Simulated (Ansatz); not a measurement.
Diatomic InSe, multiplicity 2 (lowest of 2S+1 = 2, 4 at CCSD(T)/def2-TZVPP on PBE0 minima; our sources give no spin for the ground state, which may be another). No spin–orbit coupling. Se is treated without relativity.

Seven points along R, fitted to fifth degree in 1/R; most abundant isotopes. In def2 and cc sets the state is the lowest found near the PBE0 minimum, followed along R.

Programs: Ansatz (Gaussian basis) for Hartree–Fock, density functionals and correlated methods.  In def2 rows elements past Kr take small-core potentials, without spin–orbit coupling.

Energies at B97M-V/def2-TZVPP:

```
R (Å)        E (hartree)
--------  --------------
2.226919  -2591.26279519
2.286782  -2591.26818880
2.341857  -2591.27093730
2.404115  -2591.27209277
2.466373  -2591.27170054
2.538209  -2591.26988274
2.622017  -2591.26653433
```

Q: With a reduced mass of 47.1343 u, find the minimum, the force constant and the constants.

A: A fifth-degree polynomial in 1/R puts the minimum at r_e = 2.4167 Å with force constant 162 N/m. Then ω_e = (1/2πc)√(k/μ) = 242 cm⁻¹ and B_e = h/(8π²cμr_e²) = 0.06124 cm⁻¹; the cubic and quartic terms give α_e = 0.00029 and ω_e x_e = 1.1 cm⁻¹.

Ansatz is a quantum-chemistry and plane-wave program.
